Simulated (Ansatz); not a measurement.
Consider the formal exchange of groups at a C–Sn bond: `C[O][Sn]([F])([CH2][Si](C)(C)C)[O]C` + `C[SiH](F)F` → `C[Si](C)(C)C[Si](C)(F)F` + `C[O][SnH]([F])[O]C`.

Computed with Ansatz on PBE0-D4/def2-TZVP structures; ΔE is electronic, products minus reactants. CCSD(T)/CBS is the MP2 limit (def2-TZVPP, def2-QZVPP) plus CCSD(T) − MP2 in def2-TZVPP, frozen cores. DFT in def2-TZVPP. Elements past krypton have def2 core potentials. For Sn outer-core shells are correlated without core-valence functions, which leaves a few kJ/mol of doubt a bond. Each species was taken in one conformer, which may not be the lowest.

```csv
level,ΔE (kJ/mol)
r2SCAN-D4,-8.2
PBE0-D4,-6.8
ωB97M-V,-7.1
B2PLYP,-1.9
PBE,-6.9
CCSD/def2-TZVPP,0.3
CCSD(T)/def2-TZVPP,3.1
CCSD/CBS(def2),1.6
```

**Question.** What does CCSD(T)/CBS give? (An estimate is asked.)

**Answer.** The calculation gave: +4.3 kJ/mol. The listed levels differ from it by -12.5, -11.1, -11.4, -6.2, -11.2, -4.0, -1.2, -2.7 kJ/mol.

Largest T1 diagnostic among the species: 0.014.

In def2-TZVPP, CCSD(T) changes the Hartree–Fock value by +14.4 kJ/mol (the triples alone add +2.7 kJ/mol) and MP2 by +19.6 kJ/mol. The D4 term adds +3.3 kJ/mol with B3LYP and +2.5 kJ/mol with PBE0; it sums over pairs of atoms, weighted by their polarisabilities, and B3LYP, whose exchange is more repulsive, gets the larger term.

B3LYP here is the variant with VWN-RPA as its local correlation; programs differ in this.
